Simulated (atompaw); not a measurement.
# Pseudopotential generation for S: PAW (atompaw), LDA (PW92), scalar-relativistic.

S, PAW, made with atompaw 4.2.0.5 (LDA (PW92), scalar-relativistic). Core [He], reference 2s2 2p6 3s1.5 3p4.5. Waves: 2s (bound): rc 0.45 bohr; 3s (bound): rc 0.65 bohr; 2p (bound): rc 0.45 bohr; 3p (bound): rc 0.85 bohr; 3d channel at 0.3 Ry: rc 0.85 bohr; 3d channel at 1 Ry: rc 0.85 bohr. Local part: vpsmatchnc scheme with l = 3 at 0 Ry, radius 0.75 bohr. Core correction: smooth core density matched at 0.70 bohr. Augmentation charge: besselshape compensation charge, radius 0.80 bohr; PAW radius 0.85 bohr; waves and projectors: custom polynom2 7 10 vanderbiltortho.

All-electron outer shells of the reference configuration (LDA (PW92), scalar-relativistic, ld1.x):

```
shell  level (eV)  outermost node (bohr)  outermost maximum (bohr)
   1s    -2397.90                      –                      0.06
   2s     -211.50                   0.13                      0.39
   2p     -157.21                      –                      0.33
   3s      -17.62                   0.60                      1.40
   3p       -7.38                   0.58                      1.59
```

Question: Does the generator finish with these settings?

Answer: No. atompaw 4.2.0.5 stopped with "atompaw: The overlap operator has at least one negative eigenvalue!": the overlap operator built from these waves and projectors is not positive definite.
